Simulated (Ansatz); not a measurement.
BClGaH₅Si, SMILES `[SiH3][B](Cl)[GaH2]`. Charge 0, multiplicity 1.

```xyz
9

Si    0.7928    1.0619    0.9722
B     0.4612   -0.5348   -0.2183
Cl    1.7948   -1.6277   -0.5455
Ga   -1.3717   -0.9971   -1.1083
H     0.4738    2.2994    0.2029
H    -0.1560    1.0042    2.1216
H     2.1831    1.1576    1.4929
H    -1.7528   -0.4485   -2.5330
H    -2.4252   -1.9150   -0.3845
```

**Question.** List the harmonic frequencies (cm⁻¹, unscaled) at PBE0-D4/def2-TZVP in Ansatz. (An estimate is asked.)

**Answer.** Computed: 33i, 87, 137, 149, 199, 308, 381, 499, 574, 585, 745, 777, 866, 901, 934, 936, 1947, 1949, 2199, 2202, 2222.
